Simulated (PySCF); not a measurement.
# Molecular orbitals of BiC⁺

revPBE at R = 2.049 Å; basis Bi cc-pVDZ-PP with ECP60, C cc-pVDZ; scalar-relativistic core potentials; PySCF 2.14. State: ³Π (triplet), unpaired electrons σ ↑, π ↑. Only the outer orbitals are listed, counted within each symmetry, core potentials removing the inner ones.

```
spin  orbital  occ.  ε (eV)  on Bi (%)           main shells (%)
   α       5σ     1  -23.94         59           55 Bi s, 36 C s
   α       6σ     1  -19.37         45           54 C s, 38 Bi s
   α       7σ     1  -13.68         35           59 C p, 31 Bi p
   α       3π     1  -13.36         40           60 C p, 38 Bi p
   α       3π     1  -12.67         39           61 C p, 38 Bi p
   α       4π     0  -10.32         63           62 Bi p, 37 C p
   α       4π     0   -9.67         64           62 Bi p, 36 C p
   α       8σ     0   -6.27         81           71 Bi p, 22 C p
   β       5σ     1  -23.06         72           69 Bi s, 22 C s
   β       6σ     1  -17.76         42  58 C s, 26 Bi s, 15 Bi p
   β       3π     1  -12.05         65           64 Bi p, 35 C p
   β       3π     0  -11.81         70           70 Bi p, 29 C p
   β       7σ     0  -11.26         36   47 C p, 34 Bi p, 17 C s
   β       4π     0   -8.95         39           61 C p, 36 Bi p
```

Problem. Which are the highest filled and the lowest empty level, where do they sit, and how wide is the gap?

Solution. Highest filled β 3π at -12.05 eV (in %: 64 Bi p, 35 C p); lowest empty β 3π at -11.81 eV (in %: 70 Bi p, 29 C p); the gap at revPBE is 0.24 eV. Both belong to one degenerate shell, split only by its one-sided filling, so this is no excitation gap.

The bond order (Mayer) is 2.17 and the ⟨S²⟩ is 2.067. The charge on Bi (Mulliken, basis-dependent) is 1.06, the charge on Bi (Löwdin, basis-dependent) is 1.06 and the dipole moment (positive dipole points towards C; it is taken about the centre of mass and depends on that origin) is -0.46 D.

Spin–orbit coupling is left out, which matters for elements this heavy, above all for dissociation energies. The state was picked by a PBE0 search and need not be the measured ground state.
